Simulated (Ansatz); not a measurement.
**K⁺ ··· Cl$_{2}$**

The pair of K⁺ (SMILES [K+], atom 1) and Cl$_{2}$ (SMILES ClCl, atoms 2–3), both closed shells, in one local arrangement (a lower one may exist), relaxed at PBE0-D4/def2-TZVP:

```xyz
3
angstrom
K 0.0016 0.0049 -2.0933
Cl -0.3174 -0.9450 1.0446
Cl 0.3158 0.9401 1.0487
```

Computed with Ansatz 0.2.0 (basis: def2-TZVPPD, with def2-QZVPPD for the basis limit); correlated methods freeze the cores. The outer core shell of Li, Na, Mg and K is correlated. The def2 sets are not built for correlating such inner shells, so the correlated values are less sure here. B3LYP uses VWN-RPA correlation. Extrapolation: Hartree–Fock as exp(−7.88 √X), correlation as X^−2.97. Interaction energies count from these two fragments, frozen as in the pair, with the counterpoise correction; negative means bound.

Question: What is the interaction energy by CCSD(T) at an estimated basis limit (MP2 extrapolated from triple and quadruple zeta, plus CCSD(T) − MP2 in triple zeta)? (An estimate is asked for; the value comes from the calculation.)

Answer: Computed: -6.59 kcal/mol. Hartree–Fock alone gives -4.33 kcal/mol at the basis limit. It counts from the two fragments frozen as in the pair.

The same quantity by other methods in triple zeta, and each one's difference from that estimate:
```json
{"method": "PBE-D4", "E_int (kcal/mol)": "-6.68", "difference": "-0.09"}
{"method": "revPBE-D4", "E_int (kcal/mol)": "-5.92", "difference": "0.67"}
{"method": "BLYP-D4", "E_int (kcal/mol)": "-6.34", "difference": "0.25"}
{"method": "r2SCAN-D4", "E_int (kcal/mol)": "-6.30", "difference": "0.29"}
{"method": "B97M-V", "E_int (kcal/mol)": "-6.40", "difference": "0.19"}
{"method": "PBE0-D4", "E_int (kcal/mol)": "-6.38", "difference": "0.21"}
{"method": "B3LYP-D4", "E_int (kcal/mol)": "-6.40", "difference": "0.19"}
{"method": "HSE06-D4", "E_int (kcal/mol)": "-6.40", "difference": "0.19"}
{"method": "wB97X-V", "E_int (kcal/mol)": "-6.32", "difference": "0.27"}
{"method": "wB97M-V", "E_int (kcal/mol)": "-6.44", "difference": "0.15"}
{"method": "B2PLYP", "E_int (kcal/mol)": "-5.61", "difference": "0.98"}
{"method": "HF", "E_int (kcal/mol)": "-4.16", "difference": "2.43"}
{"method": "MP2", "E_int (kcal/mol)": "-5.81", "difference": "0.78"}
{"method": "CCSD", "E_int (kcal/mol)": "-5.32", "difference": "1.27"}
{"method": "CCSD(T)", "E_int (kcal/mol)": "-5.48", "difference": "1.11"}
```
Differences are method less estimate.

Basis-set superposition shift (counterpoise-corrected less uncorrected): CCSD(T) 0.69; MP2 0.65; HF 0.12; PBE0-D4 0.15; wB97M-V 0.12 kcal/mol.

T1 diagnostic: at most 0.009.

For scale, one of the runs: CCSD(T)/def2-TZVPPD, 138 basis functions, launched by `ansatz run in.yaml --threads 2 --pin off --events-out ev --progress --plain --max-ram 5222MiB`. The run took about 5.5 s on 2 CPU threads of an Arm Neoverse V2 (shared host).
